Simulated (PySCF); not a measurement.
How the method changes the constants of ZnB

State: ²Π (doublet), unpaired electrons π ↑. Set-up: PySCF, spin-free X2C with a Gaussian nucleus, basis sets Zn x2c-TZVPPall, B x2c-TZVPPall. De refers to Zn + B in their high-spin ground configurations, without counterpoise correction. The functionals are run spin-unrestricted. A positive dipole means Zn(−)B(+). Levels whose curve was spin-contaminated or gave no clean fit are not listed.

```tsv
Level	Re (Å)	ωe (cm⁻¹)	De (eV)	μ (D)	CPU s a point (SCF and correlation, without the integrals)
UHF-MP2	2.190	306	0.309	n/a	9.6
UHF-SCS-MP2	2.247	267	0.185	n/a	n/a
PBE	2.171	357	0.73	-1.79	1.3
BP86	2.177	349	0.66	-1.71	0.87
PBE0	2.222	320	0.54	-1.86	4.1
M06	2.296	247	0.335	-1.27	3.2
CAM-B3LYP	2.280	251	0.267	-1.64	6.8
```

What does a quarter of exact exchange do here, going from PBE to PBE0?

PBE0 less PBE: +5.1 pm in Re, -10.4 % in ωe, -0.19 eV in De. Exact exchange removes part of the self-interaction that spreads semilocal densities, and in most molecules shortens and stiffens the bond and lowers De; here Re and ωe go the other way.

Correlated steps freeze 6 core orbitals. The bond is weak. Basis-set superposition, not corrected here, can be much of De in a small basis, most of all at correlated wavefunction levels. Functionals without a dispersion term scatter widely for such bonds, and LDA overbinds them. The state was picked by a PBE0 search and need not be the measured ground state.

The whole job (state search and all levels along the bond) took about 10 min on 1 thread of AMD EPYC 7R43 64-Core (shared host), peak memory 3.2 GiB.
